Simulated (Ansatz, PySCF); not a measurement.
Noncovalent pair: CH2O (SMILES C=O) (first 4 atoms) with H2 (SMILES [H][H]); geometry from B3LYP-D3(BJ)/def2-TZVP.
(charge 0, multiplicity 1):
```xyz
6

C     -0.351    -0.507     0.042
O      0.329     0.242    -0.602
H     -1.403    -0.274     0.296
H      0.035    -1.474     0.419
H      0.135     0.377     2.958
H     -0.306    -0.119     3.295
```

Basis-set superposition error: the interaction energy with monomers in their own basis, and in the dimer's basis (counterpoise).

Run with Ansatz (an electronic-structure program) with Gaussian orbitals; PySCF for 6-31G* rows. Each number belongs to the level named beside it.

```
level                uncorrected (kJ/mol)  counterpoise (kJ/mol)  difference
-------------------  --------------------  ---------------------  ----------
HF/aug-cc-pVDZ                        0.0                    0.3         0.3
PBE/def2-TZVPPD                      -1.3                   -1.3         0.0
B97M-V/def2-TZVPPD                   -1.6                   -1.6         0.0
BHLYP/def2-TZVPPD                    -0.5                   -0.5         0.0
wB97X-V/def2-TZVPPD                  -1.8                   -1.7         0.0
MP2/6-31G*                            0.1                    0.5         0.5
MP2/aug-cc-pVTZ                      -1.8                   -1.4         0.4
SCS-MP2/aug-cc-pVDZ                  -1.8                   -0.7         1.1
CCSD/aug-cc-pVTZ                     -1.6                   -1.3         0.3
CCSD(T)/aug-cc-pVDZ                  -2.3                   -1.2         1.1
```

The error is largest for CCSD(T)/aug-cc-pVDZ (1.1 kJ/mol) and smallest for wB97X-V/def2-TZVPPD (0.0 kJ/mol).
